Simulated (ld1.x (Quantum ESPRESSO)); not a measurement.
**Dy (Z = 66): one change to a PAW potential, before and after**

```json
{
  "Element": "Dy",
  "Generator": "ld1.x (Quantum ESPRESSO) 7.5",
  "Type": "PAW",
  "Functional": "LDA (PZ)",
  "Relativity": "scalar-relativistic",
  "Frozen core": "[Kr] 4d10",
  "Valence charge": "20",
  "Reference configuration": "4f9 5s2 5p6 5d0 6s0 6p0 (charge +3)",
  "Partial waves": "5s (bound): rcut 1.60, rcutus 1.80 bohr; 6s (bound, empty): rcut 1.60, rcutus 1.80 bohr; 5p (bound): rcut 1.85, rcutus 2.05 bohr; 6p (bound, empty): rcut 1.85, rcutus 2.05 bohr; 5d (bound, empty): rcut 1.70, rcutus 1.85 bohr; 5d channel at 2.4 Ry: rcut 1.70, rcutus 1.85 bohr; 4f (bound): rcut 1.05, rcutus 1.30 bohr; 4f channel at 1.3 Ry: rcut 1.05, rcutus 1.30 bohr",
  "Local potential": "all-electron potential smoothed inside 1.55 bohr (lloc = -1)",
  "Core correction": "Bessel-smoothed model core, default radius (core density twice the valence density)",
  "Augmentation charge": "PSQ, inside the norm-conserving radii"
}
```

Change: core correction Bessel-smoothed model core inside 1.54 bohr.

Cutoffs: the cutoffs (Ry, on a coarse ladder) from which the occupation-weighted sum of valence levels, in a spherical-Bessel basis at the reference potential, stays within 10 and 1 mRy of its value at 400 Ry; they do not see the model core or the augmentation charge, which bear on the density cutoff. Errors are all-electron minus pseudo energies relative to the spin-unpolarised reference configuration.

How do hardness, ghosts and transferability respond?

The potential gets neither clearly harder nor softer (110 Ry and 180 Ry → 110 Ry and 180 Ry); of the 9 tests that both files solve, the error grows in 7 and shrinks in 2 by more than 15 % and 0.3 meV (median size 23.2 → 32.8 meV); neither file shows a bound ghost. The default core radius of the base comes out at 0.76 bohr. A wider model core is smoother and lowers the density cutoff, which this test does not measure.

```csv
quantity,base,changed
"cutoff, loose",110 Ry,110 Ry
"cutoff, tight",180 Ry,180 Ry
bound ghosts,none,none
"error for 4f10 5s2 5p6 5d0 6s2 6p0, meV [ΔE -44.31 eV]",-13,-22
"error for 4f10 5s2 5p6 5d0 6s1 6p0, meV [ΔE -37.86 eV]",-23,-33
"error for 4f10 5s2 5p6 5d0 6s0 6p0, meV [ΔE -25.99 eV]",-42,-51
"error for 4f10 5s1 5p6 5d0 6s2 6p0, meV [ΔE 10.63 eV]",-69,-85
"error for 4f8 5s2 5p6 5d0 6s0 6p0, meV [ΔE 45.05 eV]",+105,+69
"error for 4f10 5s2 5p6 5d0.5 6s1.5 6p0, meV [ΔE -43.01 eV]",-16,-25
"error for 4f10 5s2 5p6 5d0 6s0 6p1, meV [ΔE -34.29 eV]",-40,-48
"error for 4f9 5s2 5p6 5d0 6s0 6p0 (spin-polarised), meV [ΔE -4.63 eV]",-11,+15
"error for 4f10 5s2 5p6 5d0 6s2 6p0 (spin-polarised), meV [ΔE -47.04 eV]",-21,-17
s: phases at 2.26 bohr within 0.05 rad from the reference energy up to (Ry; the scan ends near 5),2.0,2.0
p: phases at 2.26 bohr within 0.05 rad from the reference energy up to (Ry; the scan ends near 5),to the end of the scan,to the end of the scan
d: phases at 2.26 bohr within 0.05 rad from the reference energy up to (Ry; the scan ends near 5),to the end of the scan,to the end of the scan
f: phases at 2.26 bohr within 0.05 rad from the reference energy up to (Ry; the scan ends near 5),to the end of the scan,to the end of the scan
lowest overlap eigenvalue by channel,"s 0.22, p 0.08, d 0.71, f 0.86","s 0.22, p 0.08, d 0.71, f 0.86"
```
